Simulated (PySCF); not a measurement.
Isomers of CH6Si2. Gas-phase values, no solvent. Strings in code marks are SMILES.

Level of theory: PBE-D3(BJ)/def2-TZVP // B3LYP-D3(BJ)/def2-TZVP (PySCF). Excitations are Tamm–Dancoff values on a coarser integration grid. The basis has no diffuse functions, so Rydberg states are missing or too high.

```tsv
species	T1 excitation (TDA) (eV)	dipole moment (D)	S1–T1 gap (TDA) (eV)	S1 oscillator strength
`C1[SiH2][SiH2]1`	4.15	0.51	1.25	0.022
`C=[SiH][SiH3]`	2.50	0.59	2.44	0.003
`C[SiH]=[SiH2]`	1.71	1.41	2.54	0.090
`[SiH2]=C[SiH3]`	2.67	1.58	2.35	0.354
```
